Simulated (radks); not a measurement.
Radial electron density D(r) = 4 pi r^2 rho(r) of an atom or ion with 49.5 electrons. Calculated with a radial shooting solver on a logarithmic mesh with Libxc functionals: scalar-relativistic Kohn-Sham, r2SCAN, spin-polarised, spherical densities, finite nucleus; meta-GGA in the generalised Kohn-Sham scheme; Fermi nuclear charge, rms radius of each element as measured or else 0.836 A^(1/3) + 0.57 fm.

```
   r/bohr * D(r) (the largest magnitude, 81, reaches the edge; | marks zero)
 0.001795 |  *
 0.002414 |    *
  0.00322 |       *
 0.004329 |           *
 0.005773 |                *
 0.007762 |                        *
  0.01035 |                               *
  0.01392 |                                       *
  0.01856 |                                           *
  0.02496 |                                          *
  0.03329 |                                      *
  0.04476 |                                     *
  0.06017 |                                             *
  0.08026 |                                                      *
   0.1079 |                                                    *
   0.1439 |                                         *
   0.1935 |                                       *
   0.2581 |                                             *
    0.347 |                                    *
   0.4628 |                 *
   0.6222 |             *
   0.8298 |               *
    1.116 |         *
    1.488 |   *
    2.001 | *
     2.69 |*
    3.588 *
    4.823 *
    6.433 *
    8.649 *
```

What is the nuclear charge?

Answer. Z = 50. The innermost maximum, from 1s, lies near gamma/Z bohr with gamma = sqrt(1 - (Z/c)^2) = 0.931, here 0.0186 bohr (found: 0.0204), and its height grows with Z. The density is that of the tin ion Sn0.5+ in [Kr] 4d10 5p(up 1, down 1) 5s(up 0.75, down 0.75); the configuration itself is not fixed sharply by these data, and Z only to a few units. D(r) has 4 maxima, at r = 0.0204, 0.0898, 0.264, 0.778 bohr, and minima at 0.0400, 0.173, 0.570 bohr, inside which lie 2.00, 11.18, 28.96 electrons.
